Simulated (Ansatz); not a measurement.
**Molecular dynamics of Cl₂FGeH₃**

input.yaml

```yaml
crystal:
  periodic: [false, false, false]
  atoms:
    - { symbol: Ge, position_ang: [0.040299, 0.162062, -0.047974] }
    - { symbol: Cl, position_ang: [0.692478, -0.361918, 2.27383] }
    - { symbol: H, position_ang: [1.436972, -0.122604, -0.573808] }
    - { symbol: Cl, position_ang: [-0.825072, 1.500294, -1.542313] }
    - { symbol: H, position_ang: [-1.095754, -0.841976, 0.097969] }
    - { symbol: F, position_ang: [0.232388, 1.905561, 1.08647] }
    - { symbol: H, position_ang: [0.502088, 1.32228, 1.885927] }
basis:
  gaussian: { orbitals: def2-SVP }
hamiltonian:
  xc: r2scan
  dispersion: d4
md:
  timestep: 0.5
  n_steps: 200
  ensemble: nve
  temperature: 300.0
  initial_velocities: maxwell_boltzmann
  seed: 2442
```

Command:

```bash
$ ansatz run input.yaml --threads 4 --pin off --max-ram 5120MiB --backend cpu --events-out ev --progress --plain --runs-dir out
```

It starts at the highest image of a converged band, a first-order saddle point between two minima.

Output, in part (one step line in 4, the closing report, with atoms numbered from 0):

```
md step     0: t =     0.00 fs  T =   300.0 K  F+E_penalty+E_count = -84310.71618392 eV  E_kin = 0.193890 eV  conserved = -84310.52229392 eV  (27 SCF iters)
md step     4: t =     2.00 fs  T =   225.3 K  F+E_penalty+E_count = -84310.66741730 eV  E_kin = 0.145629 eV  conserved = -84310.52178850 eV  (32 SCF iters)
md step     8: t =     4.00 fs  T =   177.5 K  F+E_penalty+E_count = -84310.63621682 eV  E_kin = 0.114718 eV  conserved = -84310.52149872 eV  (32 SCF iters)
md step    12: t =     6.00 fs  T =   235.3 K  F+E_penalty+E_count = -84310.67431549 eV  E_kin = 0.152103 eV  conserved = -84310.52221238 eV  (31 SCF iters)
md step    16: t =     8.00 fs  T =   192.9 K  F+E_penalty+E_count = -84310.64665038 eV  E_kin = 0.124697 eV  conserved = -84310.52195313 eV  (32 SCF iters)
md step    20: t =    10.00 fs  T =   104.2 K  F+E_penalty+E_count = -84310.58883498 eV  E_kin = 0.067322 eV  conserved = -84310.52151340 eV  (32 SCF iters)
md step    24: t =    12.00 fs  T =   115.0 K  F+E_penalty+E_count = -84310.59596480 eV  E_kin = 0.074347 eV  conserved = -84310.52161733 eV  (32 SCF iters)
md step    28: t =    14.00 fs  T =   188.8 K  F+E_penalty+E_count = -84310.64416096 eV  E_kin = 0.122028 eV  conserved = -84310.52213342 eV  (32 SCF iters)
md step    32: t =    16.00 fs  T =   170.6 K  F+E_penalty+E_count = -84310.63223617 eV  E_kin = 0.110273 eV  conserved = -84310.52196341 eV  (32 SCF iters)
md step    36: t =    18.00 fs  T =   128.5 K  F+E_penalty+E_count = -84310.60456188 eV  E_kin = 0.083058 eV  conserved = -84310.52150356 eV  (27 SCF iters)
md step    40: t =    20.00 fs  T =   190.9 K  F+E_penalty+E_count = -84310.64542884 eV  E_kin = 0.123392 eV  conserved = -84310.52203691 eV  (32 SCF iters)
md step    44: t =    22.00 fs  T =   205.2 K  F+E_penalty+E_count = -84310.65473411 eV  E_kin = 0.132636 eV  conserved = -84310.52209795 eV  (32 SCF iters)
md step    48: t =    24.00 fs  T =   134.6 K  F+E_penalty+E_count = -84310.60869546 eV  E_kin = 0.087018 eV  conserved = -84310.52167789 eV  (32 SCF iters)
md step    52: t =    26.00 fs  T =   109.3 K  F+E_penalty+E_count = -84310.59225168 eV  E_kin = 0.070628 eV  conserved = -84310.52162350 eV  (32 SCF iters)
md step    56: t =    28.00 fs  T =   146.7 K  F+E_penalty+E_count = -84310.61685885 eV  E_kin = 0.094824 eV  conserved = -84310.52203526 eV  (30 SCF iters)
md step    60: t =    30.00 fs  T =   135.6 K  F+E_penalty+E_count = -84310.60951221 eV  E_kin = 0.087615 eV  conserved = -84310.52189673 eV  (32 SCF iters)
md step    64: t =    32.00 fs  T =   111.3 K  F+E_penalty+E_count = -84310.59378052 eV  E_kin = 0.071918 eV  conserved = -84310.52186296 eV  (32 SCF iters)
md step    68: t =    34.00 fs  T =   109.2 K  F+E_penalty+E_count = -84310.59235710 eV  E_kin = 0.070589 eV  conserved = -84310.52176789 eV  (32 SCF iters)
md step    72: t =    36.00 fs  T =   139.0 K  F+E_penalty+E_count = -84310.61168217 eV  E_kin = 0.089814 eV  conserved = -84310.52186809 eV  (28 SCF iters)
md step    76: t =    38.00 fs  T =   170.5 K  F+E_penalty+E_count = -84310.63210788 eV  E_kin = 0.110226 eV  conserved = -84310.52188216 eV  (32 SCF iters)
md step    80: t =    40.00 fs  T =   183.3 K  F+E_penalty+E_count = -84310.64037553 eV  E_kin = 0.118440 eV  conserved = -84310.52193533 eV  (31 SCF iters)
md step    84: t =    42.00 fs  T =   170.0 K  F+E_penalty+E_count = -84310.63156969 eV  E_kin = 0.109855 eV  conserved = -84310.52171438 eV  (30 SCF iters)
md step    88: t =    44.00 fs  T =   210.7 K  F+E_penalty+E_count = -84310.65798904 eV  E_kin = 0.136194 eV  conserved = -84310.52179512 eV  (32 SCF iters)
md step    92: t =    46.00 fs  T =   259.3 K  F+E_penalty+E_count = -84310.68990652 eV  E_kin = 0.167560 eV  conserved = -84310.52234617 eV  (31 SCF iters)
md step    96: t =    48.00 fs  T =   172.8 K  F+E_penalty+E_count = -84310.63334455 eV  E_kin = 0.111698 eV  conserved = -84310.52164664 eV  (32 SCF iters)
md step   100: t =    50.00 fs  T =   145.8 K  F+E_penalty+E_count = -84310.61578064 eV  E_kin = 0.094203 eV  conserved = -84310.52157727 eV  (31 SCF iters)
md step   104: t =    52.00 fs  T =   208.3 K  F+E_penalty+E_count = -84310.65677487 eV  E_kin = 0.134632 eV  conserved = -84310.52214276 eV  (31 SCF iters)
md step   108: t =    54.00 fs  T =   179.7 K  F+E_penalty+E_count = -84310.63820752 eV  E_kin = 0.116124 eV  conserved = -84310.52208399 eV  (28 SCF iters)
md step   112: t =    56.00 fs  T =    99.6 K  F+E_penalty+E_count = -84310.58573876 eV  E_kin = 0.064364 eV  conserved = -84310.52137436 eV  (32 SCF iters)
md step   116: t =    58.00 fs  T =   157.1 K  F+E_penalty+E_count = -84310.62353620 eV  E_kin = 0.101559 eV  conserved = -84310.52197689 eV  (31 SCF iters)
md step   120: t =    60.00 fs  T =   198.6 K  F+E_penalty+E_count = -84310.65046543 eV  E_kin = 0.128366 eV  conserved = -84310.52209912 eV  (31 SCF iters)
md step   124: t =    62.00 fs  T =   156.7 K  F+E_penalty+E_count = -84310.62301459 eV  E_kin = 0.101264 eV  conserved = -84310.52175058 eV  (31 SCF iters)
md step   128: t =    64.00 fs  T =   153.0 K  F+E_penalty+E_count = -84310.62047732 eV  E_kin = 0.098876 eV  conserved = -84310.52160116 eV  (31 SCF iters)
md step   132: t =    66.00 fs  T =   218.8 K  F+E_penalty+E_count = -84310.66361383 eV  E_kin = 0.141383 eV  conserved = -84310.52223112 eV  (30 SCF iters)
md step   136: t =    68.00 fs  T =   194.1 K  F+E_penalty+E_count = -84310.64727415 eV  E_kin = 0.125469 eV  conserved = -84310.52180540 eV  (31 SCF iters)
md step   140: t =    70.00 fs  T =   172.1 K  F+E_penalty+E_count = -84310.63315508 eV  E_kin = 0.111251 eV  conserved = -84310.52190453 eV  (31 SCF iters)
md step   144: t =    72.00 fs  T =   153.8 K  F+E_penalty+E_count = -84310.62125877 eV  E_kin = 0.099406 eV  conserved = -84310.52185312 eV  (31 SCF iters)
md step   148: t =    74.00 fs  T =   137.7 K  F+E_penalty+E_count = -84310.61070005 eV  E_kin = 0.089016 eV  conserved = -84310.52168450 eV  (31 SCF iters)
md step   152: t =    76.00 fs  T =   167.6 K  F+E_penalty+E_count = -84310.63032986 eV  E_kin = 0.108344 eV  conserved = -84310.52198538 eV  (31 SCF iters)
md step   156: t =    78.00 fs  T =   155.2 K  F+E_penalty+E_count = -84310.62236452 eV  E_kin = 0.100293 eV  conserved = -84310.52207189 eV  (31 SCF iters)
md step   160: t =    80.00 fs  T =   104.3 K  F+E_penalty+E_count = -84310.58885200 eV  E_kin = 0.067392 eV  conserved = -84310.52145953 eV  (31 SCF iters)
md step   164: t =    82.00 fs  T =   174.4 K  F+E_penalty+E_count = -84310.63483698 eV  E_kin = 0.112709 eV  conserved = -84310.52212770 eV  (29 SCF iters)
md step   168: t =    84.00 fs  T =   193.5 K  F+E_penalty+E_count = -84310.64717998 eV  E_kin = 0.125073 eV  conserved = -84310.52210733 eV  (31 SCF iters)
md step   172: t =    86.00 fs  T =   129.7 K  F+E_penalty+E_count = -84310.60537264 eV  E_kin = 0.083801 eV  conserved = -84310.52157136 eV  (31 SCF iters)
md step   176: t =    88.00 fs  T =   150.4 K  F+E_penalty+E_count = -84310.61888601 eV  E_kin = 0.097226 eV  conserved = -84310.52165990 eV  (31 SCF iters)
md step   180: t =    90.00 fs  T =   223.5 K  F+E_penalty+E_count = -84310.66671340 eV  E_kin = 0.144461 eV  conserved = -84310.52225204 eV  (31 SCF iters)
md step   184: t =    92.00 fs  T =   185.0 K  F+E_penalty+E_count = -84310.64144020 eV  E_kin = 0.119594 eV  conserved = -84310.52184591 eV  (31 SCF iters)
md step   188: t =    94.00 fs  T =   154.6 K  F+E_penalty+E_count = -84310.62166009 eV  E_kin = 0.099922 eV  conserved = -84310.52173832 eV  (31 SCF iters)
md step   192: t =    96.00 fs  T =   179.1 K  F+E_penalty+E_count = -84310.63777540 eV  E_kin = 0.115730 eV  conserved = -84310.52204547 eV  (31 SCF iters)
md step   196: t =    98.00 fs  T =   157.7 K  F+E_penalty+E_count = -84310.62372190 eV  E_kin = 0.101895 eV  conserved = -84310.52182679 eV  (31 SCF iters)
md step   200: t =   100.00 fs  T =   143.2 K  F+E_penalty+E_count = -84310.61431664 eV  E_kin = 0.092561 eV  conserved = -84310.52175586 eV  (28 SCF iters)
Total energy: -84310.61432421 eV, -3098.3579286279 hartree
Atom 0 at    -0.064834     0.100223    -0.020237 Å, force     0.873614     0.759863    -0.228827 eV/Å
Atom 1 at     0.847230    -0.315401     2.202006 Å, force    -0.013209    -0.234487    -0.098273 eV/Å
Atom 2 at     1.227214    -0.459560    -0.714707 Å, force    -0.708027     0.080113     0.405375 eV/Å
Atom 3 at    -0.663764     1.548726    -1.599475 Å, force     0.129478    -0.348455     0.440431 eV/Å
Atom 4 at    -1.378652    -0.522035     0.381882 Å, force    -0.166978    -0.221012    -0.094679 eV/Å
Atom 5 at     0.079279     1.962904     1.206952 Å, force    -0.055878    -0.535829     0.461867 eV/Å
Atom 6 at     0.340313     1.375010     2.009850 Å, force    -0.059000     0.499807    -0.885894 eV/Å
Dipole moment:    -0.044934    -0.289732     0.018199 e Å
```

The run went to its last step. The conserved energy stayed within 0.14 meV per atom of its start (net change 0.077 meV per atom), so the integration is sound. A run of 0.1 ps of so small a system gives no equilibrium averages. The orbitals stay closed-shell, which can raise the energy where a bond breaks towards radicals; this wasn't checked here.

Between its relaxed ends the band would form Ge1–F6, Cl2–H7 and break Ge1–Cl2, F6–H7. These pairs go: Ge1–F6 2.09 → 2.24 Å, Cl2–H7 1.74 → 1.78 Å, Ge1–Cl2 2.47 → 2.44 Å, F6–H7 1.03 → 1.03 Å. In the last frame they stand as before the step (other bonds may differ from the relaxed reactants and products). It ends as Cl2GeH2 + FH by the count below, though a long contact still joins these pieces: Ge1–F6, 2.24 Å. Pairs count as bonded within 1.25 times the sum of covalent radii (0.12 Å more for H–H).

Last frame:

```xyz
7
Properties=species:S:1:pos:R:3
Ge -0.065 0.100 -0.020
Cl 0.847 -0.315 2.202
H 1.227 -0.460 -0.715
Cl -0.664 1.549 -1.599
H -1.379 -0.522 0.382
F 0.079 1.963 1.207
H 0.340 1.375 2.010
```

The run took 7.8 min on 4 threads of Arm Neoverse V1, with other jobs on the host, peak memory 0.17 GiB.
